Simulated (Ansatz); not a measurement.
Reaction (ligand exchange at the Si–S bond): `C[SiH](F)S[SiH](O)O` + H–F → `C[SiH](F)F` + `O[SiH](O)S`

Program: Ansatz. Geometries: PBE0-D4/def2-TZVP. ΔE: electronic, gas phase. CCSD(T)/CBS is the MP2 limit (def2-TZVPP, def2-QZVPP) plus CCSD(T) − MP2 in def2-TZVPP, frozen cores. This one scheme is used for every species. Functionals use def2-TZVPP. B3LYP here is the variant with VWN-RPA as its local correlation; programs differ in this. Each species was taken in one conformer, which may not be the lowest.

```tsv
level	ΔE (kJ/mol)
PBE0-D4	-62.3
B3LYP-D4	-74.5
B3LYP	-92.0
CCSD/CBS(def2)	-78.1
```

Problem. What does CCSD(T)/CBS give? (Best estimate.)

Solution. Ansatz gave: -71.7 kJ/mol. The listed levels differ from it by 9.4, -2.8, -20.3, -6.4 kJ/mol.

Largest T1 diagnostic among the species: 0.012.

The D4 term adds +17.5 kJ/mol with B3LYP and +9.8 kJ/mol with PBE0; it sums over pairs of atoms, weighted by their polarisabilities, and B3LYP, whose exchange is more repulsive, gets the larger term. In def2-TZVPP, CCSD(T) changes the Hartree–Fock value by +32.5 kJ/mol (the triples alone add +6.5 kJ/mol) and MP2 by +38.9 kJ/mol.
